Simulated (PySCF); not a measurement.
# MH for M along group 10

PBE0 with triple-zeta basis sets in PySCF, for the lowest determinant that a PBE0 search found; no spin–orbit coupling. De refers to high-spin ground-configuration atoms. A positive dipole means M(−)H(+).

```tsv
M	basis	state (unpaired electrons)	Re (Å)	ωe (cm⁻¹)	De (eV)	μ (D)
Ni	def2-TZVPP	doublet (δ ↑)	1.472	1929	n/a	-2.61
Pd	def2-TZVPP	doublet (σ ↑)	1.530	2030	2.53	-2.10
Pt	def2-TZVPP	doublet (σ ↑)	1.519	2390	3.42	-1.26
```

The shortest bond is that of NiH (1.472 Å), the longest that of PdH (1.530 Å).

The state changes along the series, so neighbouring rows are not always alike in their bonding.

De is left out where the level can put another filling of the metal’s s and d shells below the measured ground configuration, by anything from nothing to about 1 eV. The metal atom is held in its measured ground configuration; semilocal functionals can put another filling of s and d lower by some tenths of an eV, and De to that atom would be smaller. Spin–orbit coupling is left out, which matters for elements this heavy, above all for dissociation energies. The state is the lowest single determinant that the PBE0 search found; with open d or f shells the true ground state can be another one.
